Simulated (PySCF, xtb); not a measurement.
HfCl₂, SMILES [Cl][Hf][Cl] (connectivity only; charge and spin as stated), neutral, multiplicity 3.

Harmonic wavenumbers (cm⁻¹) from GFN2-xTB (xtb 6.7.1) at its own minimum, in rising order: 23, 325, 401.

**Question.** What does B3LYP-D3(BJ)/def2-TZVP (PySCF) give at its own minimum? (An estimate is asked for; the answer gives what the named calculation found.)

**Answer.** 29, 345, 359. Paired by order, the mean absolute difference is 23 cm⁻¹ and the zero-point energies are 1.1 and 1.0 kcal/mol.
